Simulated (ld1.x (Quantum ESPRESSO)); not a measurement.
**What one change does to a pseudopotential (nitrogen (N), PAW)**

```json
{
 "Element": "nitrogen (N)",
 "Generator": "ld1.x (Quantum ESPRESSO) 7.5",
 "Type": "PAW",
 "Functional": "LDA (PZ)",
 "Relativity": "non-relativistic",
 "Frozen core": "[He]",
 "Valence charge": "5",
 "Reference configuration": "2s1.5 2p3.5",
 "Partial waves": "2s (bound): rcut 0.60, rcutus 0.75 bohr; 2s channel at 2.4 Ry: rcut 0.60, rcutus 0.75 bohr; 2p (bound): rcut 2.05, rcutus 2.35 bohr; 2p channel at -0.15 Ry: rcut 2.05, rcutus 2.35 bohr",
 "Local potential": "all-electron potential smoothed inside 0.55 bohr (lloc = -1)",
 "Core correction": "Bessel-smoothed model core inside 0.45 bohr",
 "Augmentation charge": "PSQ, inside the norm-conserving radii"
}
```

All-electron outer shells of the reference configuration (LDA (PZ), non-relativistic, ld1.x):

| shell | level (eV) | outermost node (bohr) | outermost maximum (bohr) |
| --- | --- | --- | --- |
| 2s | -18.62 | 0.32 | 1.02 |
| 2p | -7.45 | – | 0.97 |

Change: local potential all-electron potential smoothed inside 1.26 bohr (lloc = -1).

Cutoffs: the cutoffs (Ry, on a coarse ladder) from which the occupation-weighted sum of valence levels, in a spherical-Bessel basis at the reference potential, stays within 10 and 1 mRy of its value at 400 Ry; they do not see the model core or the augmentation charge, which bear on the density cutoff. Errors are all-electron minus pseudo energies relative to the spin-unpolarised reference configuration.

Predict the effect on cutoff, ghosts and configuration errors.

The potential gets neither clearly harder nor softer (50 Ry and 80 Ry → 55 Ry and 80 Ry); of the 9 tests that both files solve, the error grows in 0 and shrinks in 9 by more than 15 % and 0.3 meV (median size 37.6 → 1.8 meV); the range in which the p phases agree widens (upper end 0.4 → at the end of the scan); neither file shows a bound ghost. That the errors move this way runs against the usual rule that smaller radii transfer better.

```csv
quantity,base,changed
"cutoff, loose",50 Ry,55 Ry
"cutoff, tight",80 Ry,80 Ry
loose cutoff by channel (10 mRy a level),"s 45 Ry, p 10 Ry","s 55 Ry, p 10 Ry"
bound ghosts,none,none
"error for 2s2 2p3, meV [ΔE -5.58 eV]",-38,+0.4
"error for 2s2 2p2, meV [ΔE 8.16 eV]",-133,-8.7
"error for 2s2 2p1, meV [ΔE 37.13 eV]",-263,-44
"error for 2s2 2p2.5, meV [ΔE -0.41 eV]",-79,-1.0
"error for 2s1 2p3, meV [ΔE 19.58 eV]",-23,-12
"error for 2s2 2p3.3, meV [ΔE -7.25 eV]",-5.9,-0.1
"error for 2s1 2p4, meV [ΔE 5.59 eV]",+26,0.0
"error for 2s1.5 2p3.5 (spin-polarised), meV [ΔE -3.03 eV]",+8.9,-3.4
"error for 2s2 2p3 (spin-polarised), meV [ΔE -8.47 eV]",-54,-1.8
s: phases at 2.55 bohr within 0.05 rad from the reference energy up to (Ry; the scan ends near 5),to the end of the scan,to the end of the scan
p: phases at 2.55 bohr within 0.05 rad from the reference energy up to (Ry; the scan ends near 5),0.4,to the end of the scan
lowest overlap eigenvalue by channel,"s 0.64, p 1.00","s 0.79, p 1.00"
```
